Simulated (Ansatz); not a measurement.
Program: Ansatz. Geometries: PBE0-D4/def2-TZVP. ΔE: electronic, gas phase. CBS: MP2 limit from def2 TZ/QZ plus the TZ coupled-cluster correction, frozen cores. This one scheme is used for every species. DFT in def2-TZVPP. B3LYP here is the variant with VWN-RPA as its local correlation; programs differ in this. For Ge outer-core shells are correlated without core-valence functions, which leaves a few kJ/mol of doubt a bond. Scalar relativity is left out up to krypton. Each species was taken in one conformer, which may not be the lowest.

Reaction (substitution at a C–F bond): `F[CH2][GeH2][Cl]` + H₂S → `S[CH2][GeH2][Cl]` + H–F

```json
{"level": "PBE-D4", "ΔE (kJ/mol)": "-55.7", "difference from CCSD(T)/CBS": "12.6"}
{"level": "r2SCAN-D4", "ΔE (kJ/mol)": "-52.3", "difference from CCSD(T)/CBS": "16.0"}
{"level": "PBE0-D4", "ΔE (kJ/mol)": "-59.6", "difference from CCSD(T)/CBS": "8.7"}
{"level": "B3LYP-D4", "ΔE (kJ/mol)": "-50.5", "difference from CCSD(T)/CBS": "17.8"}
{"level": "ωB97X-V", "ΔE (kJ/mol)": "-50.2", "difference from CCSD(T)/CBS": "18.1"}
{"level": "ωB97M-V", "ΔE (kJ/mol)": "-54.0", "difference from CCSD(T)/CBS": "14.3"}
{"level": "B2PLYP", "ΔE (kJ/mol)": "-51.7", "difference from CCSD(T)/CBS": "16.6"}
{"level": "PBE", "ΔE (kJ/mol)": "-49.1", "difference from CCSD(T)/CBS": "19.2"}
{"level": "r2SCAN", "ΔE (kJ/mol)": "-50.8", "difference from CCSD(T)/CBS": "17.5"}
{"level": "PBE0", "ΔE (kJ/mol)": "-53.8", "difference from CCSD(T)/CBS": "14.5"}
{"level": "B3LYP", "ΔE (kJ/mol)": "-39.5", "difference from CCSD(T)/CBS": "28.8"}
{"level": "HF/def2-TZVPP", "ΔE (kJ/mol)": "-35.0", "difference from CCSD(T)/CBS": "33.3"}
{"level": "MP2/def2-TZVPP", "ΔE (kJ/mol)": "-75.6", "difference from CCSD(T)/CBS": "-7.3"}
{"level": "SCS-MP2/def2-TZVPP", "ΔE (kJ/mol)": "-63.6", "difference from CCSD(T)/CBS": "4.7"}
{"level": "CCSD/def2-TZVPP", "ΔE (kJ/mol)": "-56.8", "difference from CCSD(T)/CBS": "11.5"}
{"level": "CCSD(T)/def2-TZVPP", "ΔE (kJ/mol)": "-60.6", "difference from CCSD(T)/CBS": "7.7"}
{"level": "HF/def2-QZVPP", "ΔE (kJ/mol)": "-34.9", "difference from CCSD(T)/CBS": "33.4"}
{"level": "MP2/def2-QZVPP", "ΔE (kJ/mol)": "-79.9", "difference from CCSD(T)/CBS": "-11.6"}
{"level": "SCS-MP2/def2-QZVPP", "ΔE (kJ/mol)": "-67.8", "difference from CCSD(T)/CBS": "0.5"}
{"level": "HF/CBS(def2)", "ΔE (kJ/mol)": "-34.9", "difference from CCSD(T)/CBS": "33.4"}
{"level": "MP2/CBS(def2)", "ΔE (kJ/mol)": "-83.2", "difference from CCSD(T)/CBS": "-14.9"}
{"level": "CCSD/CBS(def2)", "ΔE (kJ/mol)": "-64.4", "difference from CCSD(T)/CBS": "3.9"}
{"level": "CCSD(T)/CBS", "ΔE (kJ/mol)": "-68.3", "difference from CCSD(T)/CBS": "0"}
```

Largest T1 diagnostic among the species: 0.010.

The D4 term adds −11.0 kJ/mol with B3LYP and −5.8 kJ/mol with PBE0; it sums over pairs of atoms, weighted by their polarisabilities, and B3LYP, whose exchange is more repulsive, gets the larger term. From PBE to PBE0 (25 % exact exchange), in def2-TZVPP and without D4, ΔE moves by −4.7 kJ/mol. In def2-TZVPP, CCSD(T) changes the Hartree–Fock value by −25.6 kJ/mol (the triples alone add −3.9 kJ/mol) and MP2 by −40.6 kJ/mol.
